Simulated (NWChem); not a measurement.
CH$_{5}$CuOS; SMILES [S](C)[Cu]<-[OH2]

```xyz
9

Cu     0.1348    -0.5716    -0.0124
S      0.6405     1.4948    -0.0158
C     -0.9908     2.3171     0.0046
H     -1.5955     2.0763    -0.8828
H     -0.8155     3.4040     0.0044
H     -1.5747     2.0733     0.9051
O     -0.2018    -2.5167    -0.0118
H      0.1586    -2.9934     0.7466
H      0.1120    -2.9858    -0.7952
```
Atoms are numbered in this order, from 1.

Coordinates come from a PBE0/def2-SVP optimisation. No frequency run checked for a minimum.

### Question
Give the principal values of the shielding tensors (ppm) of Cu1, S2, C3, O7 from B3LYP/6-31G* (spherical d), GIAO (NWChem), with their diamagnetic and paramagnetic parts as GIAO splits them.

### Answer
| atom | σ11 | σ22 | σ33 | isotropic | diamagnetic | paramagnetic |
|---|---|---|---|---|---|---|
| Cu1 | -2090.8 | -1464.0 | 2289.1 | -421.9 | 2395.1 | -2817.0 |
| S2 | 604.8 | 680.0 | 1005.0 | 763.3 | 1057.1 | -293.8 |
| C3 | 170.9 | 174.1 | 194.7 | 179.9 | 251.9 | -72.0 |
| O7 | 305.2 | 333.4 | 388.3 | 342.3 | 388.2 | -45.9 |
